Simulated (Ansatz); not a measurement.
Abridged output of a molecular run in Ansatz:

```
Functional definition: HF
1503 factors; integrals over basis functions are off by at most 1.0e-3 eV
mean field evaluation 1: about -12253.8031 eV, gradient 4.8e1 eV
mean field evaluation 2: about -12254.0603 eV, gradient 4.8e1 eV
mean field evaluation 4: about -12259.3129 eV, gradient 4.2e0 eV
mean field evaluation 8: about -12259.3958 eV, gradient 3.2e-1 eV
mean field -12259.39626892 eV, -450.5245031654 hartree, gradient 2.9e-6 eV, S^2 0.000000; 0 other end points of the search recorded, 0 dependent functions left out
9 core orbitals not correlated: weight in the atoms' cores, before any rotation towards them, 1.000 or more for the frozen orbitals, at most 0.000 for the correlated occupied ones
reference -12259.39626892 eV, -450.5245031654 hartree; 14, 14 occupied and 227, 227 virtual orbitals, 1503 factors
second order -23.51767072 eV of doubles, -0.00000000 eV of singles
cycle   1  -23.68685458 eV  change   -1.7e-1 eV  update   1.0e-1
cycle   2  -24.25923951 eV  change   -5.7e-1 eV  update   3.1e-2
cycle   3  -24.39065005 eV  change   -1.3e-1 eV  update   1.7e-2
cycle   4  -24.37790648 eV  change    1.3e-2 eV  update   5.2e-3
cycle   5  -24.37698423 eV  change    9.2e-4 eV  update   3.1e-3
cycle   6  -24.37844028 eV  change   -1.5e-3 eV  update   1.1e-3
cycle   7  -24.37788585 eV  change    5.5e-4 eV  update   4.5e-4
cycle   8  -24.37766496 eV  change    2.2e-4 eV  update   1.6e-4
cycle   9  -24.37771679 eV  change   -5.2e-5 eV  update   5.4e-5
cycle  10  -24.37773441 eV  change   -1.8e-5 eV  update   1.9e-5
perturbative correction -1.00124081 eV, -0.0367949211 hartree
Total energy: -12284.77524414 eV, -451.4571633024 hartree
```

Its atoms:

```xyz
11

O    -0.329    1.454    1.280
C    -0.657    0.317    0.481
C     0.020    0.448   -0.905
N     0.842   -0.768   -1.001
Al    0.424   -1.356    0.605
H    -0.673    1.304    2.163
H    -1.744    0.240    0.364
H    -0.719    0.513   -1.714
H     0.616    1.368   -0.911
H     1.361   -0.919   -1.848
H     0.859   -2.601    1.486
```

(1) Which basis set was used?
A. cc-pV(D+d)Z
B. def2-SVP
C. def2-TZVPP
D. def2-TZVPPD

(2) Write the keys of the input that set method, charge and spin (a neutral closed shell needs none for the last two).

## Answers

(1) C. It gives 250 functions.

(2) 
```yaml
correlation: {method: ccsd_t}
```
